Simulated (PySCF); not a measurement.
# Exercise with solution: entropy of an ideal gas

AsF2, SMILES F[As]F, multiplicity 2.

The structure is a stationary point at B3LYP-D3(BJ)/def2-TZVP. The isomer is the one that the SMILES or the coordinates give; other isomers of the formula were not compared.

B3LYP-D3(BJ)/def2-TZVP (PySCF 2.14.0) gives the harmonic wavenumbers 262, 665, 696 cm⁻¹ and the rotational temperatures 0.7167, 0.3754, 0.2463 K. The molar mass is 112.92 g/mol, the symmetry number 2, the spin multiplicity 2.

Task: Work out the entropy at 298.15 K and 1 atm in the rigid-rotor, harmonic-oscillator model.

Result: 
Translation (Sackur–Tetrode at 1 atm): S = R[1.5 ln M + 2.5 ln T − 1.16487] = 167.7 J/(mol K).
Rotation: q = (√π/σ) T^1.5/√(θA θB θC) = 17700, S = R[ln q + 3/2] = 93.8 J/(mol K).
Vibration: with u = 1.4388 ν/T, each mode gives R[u/(e^u − 1) − ln(1 − e^−u)]:
| ν (cm⁻¹) | modes | u | S (J/(mol K)) |
|---|---|---|---|
| 262 | 1 | 1.26 | 6.90 |
| 665 | 1 | 3.21 | 1.47 |
| 696 | 1 | 3.36 | 1.30 |
These are all the modes. Sum 9.7 J/(mol K).
Spin: R ln 2 = 5.8 J/(mol K).
Total 276.9 J/(mol K); the program's own thermochemistry gives 276.9. Translation makes up 61 % and vibration 3 %. Anharmonicity, hindered rotation and orbital degeneracy are left out.
